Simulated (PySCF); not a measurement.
Predicted microwave data (PySCF 2.14.0, PBE0-D3(BJ)/def2-SVP geometry optimisation, gas phase) for one isomer of C5H7F3O:

```
Rotational constants : A = 2447, B = 1522, C = 1360 MHz
Dipole components    : |μa| = 1.94 D, |μb| = 0.75 D, |μc| = 1.85 D
Inertial defect      : -166.80 u·Å²
κ                    : -0.70
```

Problem. Which candidate fits, each taken in the one conformer that was computed?
A. `[CH2:1]=[CH:2][C@:3]([CH3:4])([F:5])[O:6][CH:7]([F:8])[F:9]` with C1–C2–C3–C4 -100°, C2–C3–O6–C7 65°, C3–O6–C7–F8 -123°
B. `[CH3:1][O:2][C@@H:3]1[CH2:4][C@H:5]1[C:6]([F:7])([F:8])[F:9]` with C1–O2–C3–C4 154°
C. `C[C@]1(C(F)(F)F)CCO1`

Solution. C. It is C[C@]1(C(F)(F)F)CCO1, an asymmetric top, point group C1. The candidates at the same level (rigid rotor, commonest isotopes):

```
                  SMILES  A (MHz)  B (MHz)  C (MHz)  μa (D)  μb (D)  μc (D)  Δ (u·Å²)  point group           rotor
     C=C[C@](C)(F)OC(F)F     2225     1336     1023    2.57    1.28    0.30   -111.33           C1  asymmetric top
    C[C@]1(C(F)(F)F)CCO1     2447     1522     1360    1.94    0.75    1.85   -166.80           C1  asymmetric top
CO[C@@H]1C[C@H]1C(F)(F)F     2925     1042    915.9    1.53    0.13    0.19   -106.23           C1  asymmetric top
```

`CO[C@@H]1C[C@H]1C(F)(F)F` has C 33 % too low; `C=C[C@](C)(F)OC(F)F` has C 25 % too low. No structure here is proved a minimum.
